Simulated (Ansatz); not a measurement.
This Ansatz (a program for electronic structure) input (r2SCAN/def2-SV(P)) gives -0.49921 Eh with 2 basis functions. A basis named .json is the Basis Set Exchange file of that set (core-valence sets with the plain set on hydrogen).

Ansatz 0.2 input:
```yaml
crystal:
  periodic: [false, false, false]
  atoms:
    - {symbol: H, position_ang: [0.00000000, 0.00000000, 0.00000000]}
basis:
  gaussian:
    orbitals: def2-SV_P_.json
hamiltonian:
  xc: {name: r2SCAN}
magnetization: {spin_polarized: true, initial_magnetization: 1}
scf: {lower_state_search: full}
```

Change:
```diff
- orbitals: def2-SV_P_.json
+ orbitals: def2-TZVP
```

Problem. What does the run give now?

Solution. -0.49993 Eh (r2SCAN/def2-TZVP, 6 functions), a change of -0.72 mEh.
